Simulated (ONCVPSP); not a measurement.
Transferability test, ONCV potential for argon

- Element: Ar (Z = 18)
- Generator: ONCVPSP 4.0.1
- Type: optimised norm-conserving Vanderbilt (ONCV)
- Functional: PBE
- Relativity: scalar-relativistic
- Frozen core: [He]
- Valence charge: 16
- Reference configuration: 2s2 2p6 3s2 3p6
- Partial waves: 2s+3s: rc 0.70 bohr, ncon 3, nbas 6, qcut 15.1 1/bohr, 2 projectors; 2p+3p: rc 0.60 bohr, ncon 4, nbas 8, qcut 25.3 1/bohr, 2 projectors; d scattering state at 0.31 Ha: rc 0.75 bohr, ncon 3, nbas 6, qcut 14 1/bohr, 1 projector
- Local potential: polynomial inside 0.50 bohr (lpopt 2, dvloc0 3 Ha)
- Core correction: Teter function, fcfact 2.5, rcfact 1.15

Energies are relative to the spin-unpolarised reference configuration 2s2 2p6 3s2 3p6; without spin polarisation the order of configurations can differ from experiment.

```csv
valence configuration,charge,ΔE all-electron (eV),error AE − PS (meV)
2s2 2p6 3s2 3p5,+1,16.057,+2.0
2s2 2p6 3s2 3p3,+3,87.300,+13
2s2 2p5 3s2 3p6,+1,249.771,+370
```

What are ΔE and the potential's error for 2s2 2p6 3s2 3p4?

ΔE = 44.717 eV all-electron; the error (AE − PS) is +5.8 meV.

Levels in the configuration 2s2 2p6 3s2 3p3:

```csv
level,all-electron (eV),pseudo (eV)
2s,-345.107,-345.122
2p,-278.200,-278.092
3s,-65.586,-65.584
3p,-49.939,-49.925
```
